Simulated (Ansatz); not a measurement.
System: C$_{2}$H$_{5}$Cl$_{2}$Si (charge -1, singlet). It need not be the lowest isomer of its formula. Whether it binds its extra electron was not tested at this geometry. 
Structure (B3LYP-D3(BJ)/def2-TZVP (Ansatz, a quantum-chemistry and plane-wave program) minimum search):
```xyz
10

Si    -0.1811    -0.4625    -0.1305
Cl    -0.0116     1.2684    -1.3736
Cl     0.1315     0.5468     1.8355
C     -1.5918    -1.3965    -0.4965
C      1.4758    -1.3475    -0.2523
H     -2.5542    -0.9192    -0.6531
H     -1.6557    -2.3936    -0.0633
H      1.6510    -1.6727    -1.2791
H      1.4583    -2.2302     0.3930
H      2.2947    -0.7035     0.0697
```
Charge -1, spin multiplicity 1.

Basis-set convergence of Hartree-Fock and MP2 correlation energies (hartree) with Ansatz. Valence correlation only, unless marked. No spin-orbit coupling. No relativistic terms. This anion needs diffuse functions, which these sets lack.

```tsv
basis	functions	E(HF)	E(corr, MP2)
cc-pV(D+d)Z	122	-1286.69696	-0.66495
cc-pV(T+d)Z	247	(withheld)	(withheld)
```

**Question.** What belongs in the gaps?

**Answer.** 
- cc-pV(T+d)Z, E(HF): -1286.77091
- cc-pV(T+d)Z, E(corr, MP2): -0.86488
